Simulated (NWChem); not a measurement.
System: CH4GeO2; SMILES O=[C](O)[GeH3]

Input file for NWChem:

```
start job
memory heap 200 mb stack 900 mb global 1100 mb
geometry units angstroms noautoz
  O      1.083812    -1.700322    -0.000104
  C      0.078598    -1.029738    -0.000443
  O     -1.165869    -1.571254     0.000116
  Ge     0.003309     0.974918    -0.000473
  H     -1.048015    -2.544663     0.001001
  H     -0.761509     1.448099    -1.254435
  H      1.454970     1.485293    -0.014742
  H     -0.735647     1.447034     1.269330
end
basis spherical
  * library def2-tzvp
end
dft
  xc r2scan
  iterations 150
  mulliken
end
task dft energy
```

Geometry: optimised at B3LYP/6-31G* (spherical d).

Question: What results follow from this input? (r2SCAN/def2-TZVP.) Quantities: energy (Ha); highest occupied level (eV); orbital gap (eV); dipole (D).

Answer: The energy (Ha) comes out as -2267.94 and the highest occupied level (eV) is -6.73. The orbital gap (eV) is 5.19 and the dipole (D) is 1.40.
